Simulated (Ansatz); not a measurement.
`[Cl][Ge]([Cl])([Cl])[SeH]` + `CCNC` → `CC[N](C)[Ge]([Cl])([Cl])[Cl]` + H₂Se  (ligand exchange at a Ge–Se bond)

Computed with Ansatz on PBE0-D4/def2-TZVP structures; ΔE is electronic, products minus reactants. CBS: MP2 limit from def2 TZ/QZ plus the TZ coupled-cluster correction, frozen cores. Functionals use def2-TZVPP. For Ge, Se outer-core shells are correlated without core-valence functions, which leaves a few kJ/mol of doubt a bond. Scalar relativity is left out up to krypton. One conformer a species, not always the lowest.

CCSD(T)/CBS gives +29.5 kJ/mol.

Task: Another level gave +36.9 kJ/mol. Which?
A. CAM-B3LYP-D4/def2-TZVPP
B. CCSD(T)/def2-TZVPP
C. HF/def2-TZVPP
D. PBE-QIDH/def2-TZVPP

Result: D. PBE-QIDH 36.9, CCSD(T)/def2-TZVPP 24.9, CAM-B3LYP-D4 31.4, HF/def2-TZVPP 45.1 kJ/mol.

Largest T1 diagnostic among the species: 0.010.

In def2-TZVPP, CCSD(T) changes the Hartree–Fock value by −20.2 kJ/mol (the triples alone add −2.8 kJ/mol) and MP2 by −19.4 kJ/mol. The D4 term adds −11.7 kJ/mol with B3LYP and −7.5 kJ/mol with PBE0; it sums over pairs of atoms, weighted by their polarisabilities, and B3LYP, whose exchange is more repulsive, gets the larger term.

B3LYP here is the variant with VWN-RPA as its local correlation; programs differ in this.
